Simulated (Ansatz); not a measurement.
`O[SiH](F)[TeH]` and `N[SiH](O)F` differ in one atom or group.

Ansatz, PBE0-D4/def2-TZVP geometries, multiplicity 1. Each molecule was computed in one conformer, which needn't be the lowest.

Elements past krypton have def2 core potentials.

| property | `O[SiH](F)[TeH]` |
| --- | --- |
| LUMO energy (PBE0/def2-TZVPP) / eV | -0.84 |
| zero-point energy (PBE0-D4/def2-TZVP) / kJ/mol | 87.9 |
| HOMO–LUMO gap (PBE/def2-TZVPP) / eV | 4.13 |
| HOMO energy (PBE0/def2-TZVPP) / eV | -6.83 |
| LUMO energy (B3LYP/def2-TZVPP) / eV | -1.08 |
| HOMO energy (ωB97M-V/def2-TZVPP) / eV | -8.91 |

Q: Give the same properties after the change, and the shifts. (An estimate is asked.)

A: The calculation gave: 
```tsv
property	`N[SiH](O)F`	shift
LUMO energy (PBE0/def2-TZVPP) / eV	0.78	1.62
zero-point energy (PBE0-D4/def2-TZVP) / kJ/mol	138.0	50.1
HOMO–LUMO gap (PBE/def2-TZVPP) / eV	6.38	2.25
HOMO energy (PBE0/def2-TZVPP) / eV	-7.95	-1.12
LUMO energy (B3LYP/def2-TZVPP) / eV	0.39	1.47
HOMO energy (ωB97M-V/def2-TZVPP) / eV	-10.35	-1.44
```

With PBE0 the HOMO falls by 1.12 eV and the LUMO rises by 1.62 eV, so the gap widens by about 2.74 eV. PBE moves the HOMO by -0.68 eV and ωB97M-V by -1.44 eV. The zero-point energy changes by 50.1 kJ/mol with +3 modes.

B3LYP here is the variant with VWN-RPA as its local correlation; programs differ in this.

Spin–orbit coupling is left out; it splits and shifts lone-pair levels of the heavy atoms by tenths of an eV.
